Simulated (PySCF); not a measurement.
C4H5ClSi, SMILES C1=C[SiH2]C=C1Cl. Atoms are numbered in the order given.

```xyz
11

Cl     0.1189     2.3514     0.0000
C      0.0591     0.6071     0.0000
C      1.1546    -0.1987     0.0000
Si     0.4865    -1.9546     0.0000
C     -1.3105    -1.3811     0.0000
C     -1.2892    -0.0227     0.0000
H      2.1802     0.1919     0.0000
H      0.8653    -2.7499    -1.2208
H      0.8653    -2.7499     1.2208
H     -2.2477    -1.9557     0.0000
H     -2.1797     0.6272     0.0000
```

The structure is a stationary point at PBE-D3(BJ)/def2-SVP.

These are PySCF with PBE-D3(BJ)/def2-SVP values and carry that method's errors.

Frequencies are harmonic and unscaled.

Computed harmonic wavenumbers and intensities:
| mode | ν (cm⁻¹) | IR (km/mol) | moving atoms (share of kinetic energy) |
|---|---|---|---|
| 1 | 144 | 0.1 | C 53 %, H 23 %, Cl 15 %, Si 9 % |
| 2 | 262 | 0.0 | C 54 %, H 45 % |
| 3 | 286 | 0.3 | C 55 %, Cl 27 %, H 11 % |
| 4 | 377 | 15.3 | Cl 51 %, Si 37 %, C 9 % |
| 5 | 493 | 1.3 | H 53 %, C 43 % |
| 6 | 516 | 2.3 | C 55 %, Si 32 % |
| 7 | 557 | 27.2 | H 64 %, C 19 %, Si 16 % |
| 8 | 640 | 8.8 | H 65 %, C 34 % |
| 9 | 675 | 6.7 | H 68 %, C 29 % |
| 10 | 716 | 15.0 | C 54 %, H 23 %, Si 16 % |
| 11 | 718 | 12.1 | H 77 %, C 23 % |
| 12 | 754 | 1.4 | C 63 %, H 24 %, Si 11 % |
| 13 | 780 | 67.5 | H 65 %, C 33 % |
| 14 | 860 | 110.9 | C 53 %, H 36 %, Si 10 % |
| 15 | 900 | 112.8 | H 95 % |
| 16 | 954 | 0.1 | H 77 %, C 23 % |
| 17 | 986 | 12.3 | C 51 %, H 45 % |
| 18 | 1058 | 6.1 | H 87 %, C 13 % |
| 19 | 1151 | 54.7 | H 54 %, C 45 % |
| 20 | 1285 | 39.2 | H 50 %, C 49 % |
| 21 | 1522 | 43.8 | C 98 % |
| 22 | 1571 | 25.7 | C 94 % |
| 23 | 2160 | 85.7 | H 96 % |
| 24 | 2160 | 92.5 | H 98 % |
| 25 | 3106 | 4.7 | H 92 %, C 8 % |
| 26 | 3152 | 0.6 | H 91 %, C 9 % |
| 27 | 3171 | 1.8 | H 91 %, C 9 % |
